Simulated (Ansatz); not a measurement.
The cluster Mg₉Se₉. Charge 0, multiplicity 1. Geometry PBE-D4/def2-SVP.

Cartesian coordinates in Å:
```
Mg 1.2853 2.8014 0.9785
Mg -1.3699 2.1541 -0.8298
Mg 0.1470 0.0360 2.2923
Mg -1.3603 -0.8856 -0.5627
Mg -1.3091 2.8203 2.3162
Mg 0.6855 -2.7993 -2.2539
Mg 0.3907 -0.1714 -3.2671
Mg 0.5913 -3.6709 0.8426
Mg 2.5058 -1.4679 0.5092
Se 1.3974 -2.1192 2.7272
Se -0.6907 4.3092 0.3270
Se -2.2822 0.5975 1.4149
Se 1.2332 0.5932 -0.4479
Se 2.6425 -3.6338 -0.7742
Se 0.9154 2.2276 3.4314
Se -2.5310 0.5314 -2.5341
Se -0.8657 2.0802 -3.4762
Se -1.3853 -3.4028 -0.6931
```

Single mean-field runs in def2-SVP, def2-TZVP are fitted with def2-universal-jkfit. Another isomer (singlet) lies 2.00 eV lower at PBE0-D4/def2-TZVP; other spin states weren't run for this one.

Q: Estimate the orbital energies around the gap (eV) in Ansatz with HF/STO-3G, PBE-D4/def2-SVP, PBE-D4/def2-TZVP, BLYP-D4/def2-SVP, PBE0-D4/def2-TZVP.

A: 
```tsv
orbital	HF/STO-3G	PBE-D4/def2-SVP	PBE-D4/def2-TZVP	BLYP-D4/def2-SVP	PBE0-D4/def2-TZVP
HOMO−5	-5.66	-6.08	-6.06	-5.84	-7.07
HOMO−4	-5.55	-5.98	-5.95	-5.73	-6.95
HOMO−3	-5.41	-5.85	-5.83	-5.61	-6.82
HOMO−2	-5.15	-5.75	-5.73	-5.50	-6.73
HOMO−1	-5.07	-5.46	-5.46	-5.21	-6.46
HOMO	-2.77	-4.70	-4.68	-4.50	-5.36
LUMO	6.42	-3.16	-3.12	-3.01	-2.51
LUMO+1	6.67	-3.12	-3.09	-2.93	-2.30
LUMO+2	6.88	-2.63	-2.60	-2.48	-1.96
LUMO+3	7.04	-2.44	-2.43	-2.31	-1.79
LUMO+4	7.40	-2.06	-2.07	-1.90	-1.42
LUMO+5	7.92	-1.93	-1.93	-1.76	-1.27
```
